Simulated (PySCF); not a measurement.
SnCl, SMILES [Cl][Sn+] (connectivity only; charge and spin as stated), charge +1, multiplicity 1.

Geometry: B3LYP-D3(BJ)/def2-TZVP. The multiplicity is an assumed one; other spin states were not compared. The def2 effective core potentials stand for the cores of Sn; spin–orbit coupling is left out.

Calculation: PBE0/def2-TZVPD in PySCF.

The total energy is -674.14377 hartree, the point group comes out as C∞v and the highest occupied level comes out as -15.09 eV. The lowest empty level is -9.05 eV. The orbital gap comes out as 6.04 eV and the dipole moment about the centre of nuclear charge is 2.97 D. The mean static polarisability is 41.2 bohr³ (6.10 Å³). The polarisability, principal values comes out as 32.9, 32.9, 57.8 bohr³.
